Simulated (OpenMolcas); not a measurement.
# Ba+: effect of the active space

```
Program             : OpenMolcas 26.06
Method              : XMS-CASPT2, IPEA 0.25 Eh, imaginary shift 0.1 Eh
Basis               : ANO-RCC-VTZP
Scalar Hamiltonian  : DKH2, point nucleus
Spin-orbit coupling : RASSI with atomic mean-field integrals over the reference wave functions, term energies averaged over their components
```

A. 1 electron in 4 orbitals (6s 6p); 2S+1 = 2 even, 1 root; 2S+1 = 2 odd, 3 roots; closed shells correlated: 5s 5p; CASPT2 step about 1.3 core-seconds
B. 1 electron in 9 orbitals (5d 6s 6p); 2S+1 = 2 even, 6 roots; 2S+1 = 2 odd, 3 roots; closed shells correlated: 5s 5p; CASPT2 step of the order of 5 core-seconds

Energies in cm-1 above 6s 2S 1/2, the measured ground level; measured values from NIST Handbook of Basic Atomic Spectroscopic Data.

| Level | A | B | Measured |
| --- | --- | --- | --- |
| 6s 2S 1/2 | 0.0 | 0.0 | 0.0 |
| 6p 2P* 1/2 | 19800 | 20240 | 20262 |
| 6p 2P* 3/2 | 20830 | 21270 | 21952 |

Deviations, from unrounded energies. A percentage is the sum of absolute deviations over the sum of measured energies, with the sign that they share, or ± where signs differ.

```csv
Against measurement,Levels,A,B
mean absolute deviation (cm-1),2,790,350
other configurations (%),2,-3.8,-1.7
```

B lies closest to measurement on these levels. The largest miss of B in the table is 6p 2P* 3/2, by -680 cm-1. The ranking rests on the paired levels alone, and a cruder setting can come out closer through cancelling errors.

Between A and B the level of the table that moves most is 6p 2P* 1/2, by 440 cm-1 (lowest in A, highest in B). Moves below CASPT2's spread within the term are not significant.

ANO sets are built for ground and valence states and can reach diffuse excited orbitals poorly. With one active electron, CASPT2 adds the correlation within the correlated inactive shells and between them and that electron, and leaves the splitting within a term as the reference gives it. Computed and measured levels are paired by configuration, term and J; levels that our copy of the source lacks, or whose pairing is in doubt (as where it misses far off the trend of its configuration), stay unpaired and out of the deviations. Only configurations of the active space appear. The table leaves out levels that lie high or whose names do not pair safely across all columns.

* marks odd parity.
